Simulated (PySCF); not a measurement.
A structure optimised at PBE-D3(BJ)/def2-SVP, used in a PySCF frequency run:

```xyz
12

Si     1.1502     1.1502    -0.2848
Si     1.1502    -1.1502     0.2848
Si    -1.1502    -1.1502    -0.2848
Si    -1.1502     1.1502     0.2848
H      2.0995     2.0995     0.3966
H      1.2882     1.2882    -1.7803
H      1.2882    -1.2882     1.7803
H      2.0995    -2.0995    -0.3966
H     -2.0995    -2.0995     0.3966
H     -1.2882    -1.2882    -1.7803
H     -1.2882     1.2882     1.7803
H     -2.0995     2.0995    -0.3966
```
Charge 0, spin multiplicity 1.

Q: Write its SMILES, formula and point group.

A: [SiH2]1[SiH2][SiH2][SiH2]1, H8Si4, D2d

Q: What are its rotational constants (standard atomic weights)?

A: 2.5836, 2.5836, 1.4599 GHz
